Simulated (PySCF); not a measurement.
Worked example: oscillator strength and radiative lifetime

C₄H₈BN, SMILES NB1CC=CC1.

Geometry optimised at PBE0-D3(BJ)/def2-SVP. This is a generated structure with no PubChem entry under its InChIKey; it may be hypothetical. One conformer was computed; it need not be the lowest.

TDDFT-PBE0/def2-SVPD (PySCF) puts the first singlet state with f over 0.02 at 7.00 eV (vertical), with the transition dipole (0.000, 1.143, 0.000) in atomic units.

Find the oscillator strength, the wavelength and the radiative lifetime that this transition would have in vacuum if emission retraced absorption.


|μ|² = 1.3064 au, so |μ| = 2.91 D. ΔE = 7.00/27.211 = 0.2572 hartree. f = (2/3) ΔE |μ|² = 0.224 (the program prints 0.224).
λ = 1239.84/7.00 = 177 nm; ν = 56459 cm⁻¹.
Einstein's coefficient A = 0.6670 ν² f s⁻¹ (ν in cm⁻¹) = 4.8e8 s⁻¹, so τ = 1/A = 2.1 ns. This state is S4; the lower singlets have f = 0.000, 0.000, 0.005. The figure is the radiative limit of this one transition; relaxation, internal conversion, crossing to triplets and a medium change what is measured.
